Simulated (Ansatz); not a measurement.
`C=[CH][SnH2][Br]` + HCl → `C=[CH][SnH2][Cl]` + HBr at 298.15 K and 1 bar (ligand exchange at the Sn–Br bond).

Computed with Ansatz on PBE0-D4/def2-TZVP structures; ΔE is electronic, products minus reactants. CBS: MP2 limit from def2 TZ/QZ plus the TZ coupled-cluster correction, frozen cores. This one scheme is used for every species. def2 core potentials past Kr. For Br, Sn outer-core shells are correlated without core-valence functions, which leaves a few kJ/mol of doubt a bond. Scalar relativity is left out up to krypton. Each species was taken in one conformer, which may not be the lowest.

```csv
species,CCSD(T)/CBS energy (Eh),H − E (kJ/mol),S (J/(mol·K))
`C=[CH][SnH2][Br]`,-2866.46631,168.0,358.0
HCl,-460.38127,26.6,186.8
`C=[CH][SnH2][Cl]`,-752.92130,168.6,350.1
HBr,-2573.91920,24.6,198.6
```

H − E and S are ideal-gas, rigid-rotor, harmonic terms from PBE0-D4/def2-TZVP, for one conformer and one mirror image of each species. 1 Eh = 2625.50 kJ/mol, R = 8.31446 J/(mol·K).

Q: By hand: ΔE, ΔH, ΔS and ΔG.

A: ΔE = (-752.92130) + (-2573.91920) − (-2866.46631) − (-460.38127) = 0.00708 Eh = 18.6 kJ/mol. Δ(H − E) = 168.6 + 24.6 − 168.0 − 26.6 = -1.4, so ΔH = 17.2 kJ/mol. ΔS = 350.1 + 198.6 − 358.0 − 186.8 = 3.9 J/(mol·K). ΔG = 17.2 − 298.15 × (3.9)/1000 = 16.0 kJ/mol.

Q: By hand: the equilibrium constant, and the temperature at which ΔG would vanish if ΔH and ΔS stayed fixed.

A: log₁₀ K = −ΔG/(RT ln 10) = -2.8. ΔG = 0 at ΔH/ΔS = 4410 K, far beyond where these terms or the molecules hold.

The number of gas molecules stays the same, so ΔS is small and ΔH decides. A doubt of 5 kJ/mol in ΔE shifts log₁₀ K by 0.9 here. Other conformers and mirror images would add mixing entropy, several J/(mol·K) or more a flexible species. Modes under 60 cm⁻¹, often nearly free rotors, make the harmonic entropy too high. These are equilibria of isolated gas molecules and say nothing of rates. Largest T1 diagnostic: 0.012 (customary marks: 0.02 for closed shells, 0.045 for open ones).
